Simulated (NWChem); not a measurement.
CsCl; SMILES [Cl][Cs]

```xyz
2

Cs     0.0000     0.0000    -0.7078
Cl     0.0000     0.0000     2.2284
```
Atoms are numbered in this order, from 1.

Coordinates come from a PBE0/def2-SVP optimisation. def2 effective core potentials on Cs; no spin-orbit coupling.

**Question.** List the 6 lowest vertical singlet excitations from PBE/def2-SVPD with def2 effective core potentials on Cs, full TDDFT (NWChem).

**Answer.** 
| state | energy (eV) | oscillator strength | leading excitation (squared amplitude) |
|---|---|---|---|
| S1 | 3.10 | 0.003 | HOMO → LUMO (1.00) |
| S2 | 3.10 | 0.003 | HOMO−1 → LUMO (1.00) |
| S3 | 3.27 | 0.071 | HOMO−2 → LUMO (0.99) |
| S4 | 4.45 | 0.000 | HOMO → LUMO+1 (0.42) |
| S5 | 4.45 | 0.008 | HOMO → LUMO+2 (0.45) |
| S6 | 4.45 | 0.000 | HOMO−1 → LUMO+1 (0.42) |
